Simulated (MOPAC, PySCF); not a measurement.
Constitutional and geometric isomers with formula C2H4B2. Isolated molecules, 0 K electronic values unless said otherwise. One relaxed conformer stands for each flexible species; it need not be the lowest. Strings in code marks are SMILES.

Quantity: electronic energy of isomers of C2H4B2 relative to `B=C=BC`, in kcal/mol. Semi-empirical values (MOPAC) are differences of heats of formation.

Level 1: B3LYP/6-311+G** // CAM-B3LYP-D3(BJ)/def2-TZVP (PySCF)
Level 2: PBE/6-31G* // CAM-B3LYP-D3(BJ)/def2-TZVP (PySCF)
Level 3: AM1 // CAM-B3LYP-D3(BJ)/def2-TZVP (MOPAC)
Level 4: PM6 // CAM-B3LYP-D3(BJ)/def2-TZVP (MOPAC)

```csv
species,level 1,level 2,level 3,level 4
`B1=BCC1`,107.9,95.2,43.1,57.9
`BC1=CB1`,7.86,3.24,-4.17,-1.61
`BC#CB`,10.5,10.6,-23.3,3.68
`BBC#C`,31.0,33.9,-16.5,19.0
`B=BC=C`,64.5,66.3,62.7,71.3
`CB1B=C1`,29.2,23.3,34.2,35.7
`[H]/B=C/C=B/[H]`,54.0,56.2,35.6,38.6
`C=BB=C`,26.2,29.1,23.0,35.2
```
